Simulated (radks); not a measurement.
The numbers below are computed, except where a source is named.
Removal energies from the lanthanum ion La+, [Xe] 4f1 5d1, by Delta-SCF beside the eigenvalue of the level emptied. Code: a radial shooting solver on a logarithmic mesh with Libxc functionals. Model: non-relativistic Kohn-Sham, PBE, spin-polarised, spherical densities, point nucleus. Open shells are filled with parallel spins first.

removed from        final configuration  Delta-SCF (eV)  -eigenvalue (eV)
5d                             [Xe] 4f1          10.064             6.591
4f                             [Xe] 5d1          12.752             5.920
5p            [Kr] 4d10 4f1 5s2 5p5 5d1          27.543            22.853
5s            [Kr] 4d10 4f1 5s1 5p6 5d1          40.882            35.793
